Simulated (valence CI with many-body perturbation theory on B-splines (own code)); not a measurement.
Results of a calculation; reference values are marked as such.
# Ni¹⁴⁺: what each term of the Hamiltonian does

Method: relativistic CI+MBPT: four valence electrons over a frozen Dirac-Fock core [Ne], a basis of 11 s, 11 p, 9 d, 7 f, 5 g, 2 h, 1 i functions for each j, with the one-electron correlation potential Σ1 (screened to all orders), the two-electron term Σ2, the three-electron term Σ3, Breit, model QED; selected single and double excitations, second order for the rest (own B-spline code, finite nucleus).

No measured levels were compared; by estimate levels of excited configurations hold to 0.05 to 0.15 % of their energy, terms of the ground configuration to about 0.5 %.

Each rung adds one term. CI alone is the Dirac-Coulomb CI over the frozen core; QED comes last and gives the full result, which names the levels. Energies are above 3s2.3p2 3P_0 on the same rung, in eV.

Names give the largest LS component (configuration and term), which can be under half, so a name can repeat, a term be missing and a line seem to break the LS rules; names also repeat where a configuration has a term twice.

| Level | CI alone |
| --- | --- |
| 3s2.3p2 3P_1 | 1.880 |
| 3s2.3p2 3P_2 | 3.463 |
| 3s2.3p2 1D_2 | 7.920 |
| 3s2.3p2 1S_0 | 14.043 |
| 3s.3p3 5S°_2 | 31.562 |
| 3s.3p3 3D°_1 | 41.704 |
| 3s.3p3 3D°_2 | 41.748 |
| 3s.3p3 3D°_3 | 42.410 |
| 3s.3p3 3P°_0 | 47.849 |
| 3s.3p3 3P°_1 | 48.040 |
| 3s.3p3 3P°_2 | 48.182 |
| 3s.3p3 1D°_2 | 52.745 |
| 3s.3p3 3S°_1 | 60.123 |
| 3s2.3p.3d 3F°_2 | 61.488 |
| 3s2.3p.3d 3F°_3 | 62.763 |
| 3s.3p3 1P°_1 | 63.930 |

**Question.** What do these energies become with core correlation, Breit and QED?

**Answer.** 3s2.3p2 3P_1 1.849 (-0.0308); 3s2.3p2 3P_2 3.397 (-0.0653); 3s2.3p2 1D_2 7.806 (-0.1145); 3s2.3p2 1S_0 13.877 (-0.1658); 3s.3p3 5S°_2 31.562 (-0.0007); 3s.3p3 3D°_1 41.585 (-0.1194); 3s.3p3 3D°_2 41.622 (-0.1252); 3s.3p3 3D°_3 42.253 (-0.1566); 3s.3p3 3P°_0 47.633 (-0.2163); 3s.3p3 3P°_1 47.808 (-0.2321); 3s.3p3 3P°_2 47.947 (-0.2347); 3s.3p3 1D°_2 52.433 (-0.3124); 3s.3p3 3S°_1 59.317 (-0.8057); 3s2.3p.3d 3F°_2 61.132 (-0.3554); 3s2.3p.3d 3F°_3 62.375 (-0.3886); 3s.3p3 1P°_1 63.188 (-0.7415).

**Question.** How does the ionisation energy move along the ladder, and which term matters most?

**Answer.** CI alone 461.87, + Σ1 462.56, + Σ2 462.41, + Σ3 462.29, + Breit 462.10, + QED 462.11 eV. The largest step is Σ1, 0.69 eV. NIST lists 462.8 ± 1.1 eV (semi-empirical).
